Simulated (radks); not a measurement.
Spherical quantum dot in the effective-mass picture: electrons in a hard-walled sphere of radius 6.68, with a point charge +1 (a donor) at the centre, all in effective atomic units (hartree* = m*/eps^2 hartree, bohr* = eps/m* bohr), one dielectric constant everywhere. Calculated with a radial shooting solver with Libxc functionals: non-relativistic Kohn-Sham, PBE, spin-polarised, spherical densities. Levels are named by radial order and angular momentum (1s, 1p, 1d, 2s, ...), and open shells are averaged over m. Results are scaled to m* = 0.358 and eps = 17.4, for which hartree* = 32.18 meV and bohr* = 2.572 nm.

N = 2, configuration 1s2. This is the lowest configuration that the search found. Occupied and some empty levels:

| level | occupation | eigenvalue (meV) | <r> (nm) |
|---|---|---|---|
| 1s | 2 | 3.9292 | 5.480 |
| 1p | 0 | 10.935 | 9.977 |
| 2s | 0 | 12.705 | 9.181 |
| 1d | 0 | 15.806 | 11.11 |

Energy (meV): total -16.1864, kinetic 18.325, external -47.653, Hartree 28.401, exchange-correlation -15.260.

Electron density:

| r (nm) | n(r) (e/nm^3) |
|---|---|
| 0.686 | 0.01237 |
| 1.55 | 0.006467 |
| 2.42 | 0.003532 |
| 3.29 | 0.002019 |
| 4.16 | 0.001202 |
| 5.02 | 0.0007429 |
| 5.89 | 0.0004733 |
| 6.76 | 0.0003084 |
| 7.62 | 0.0002041 |
| 8.49 | 0.0001362 |
| 9.36 | 0.00009074 |
| 10.2 | 0.00006010 |
| 11.1 | 0.00003917 |
| 12.0 | 0.00002486 |
| 12.8 | 0.00001511 |
| 13.7 | 8.542e-06 |
| 14.6 | 4.288e-06 |
| 15.4 | 1.713e-06 |
| 16.3 | 3.926e-07 |
| 17.2 | 8.423e-10 |
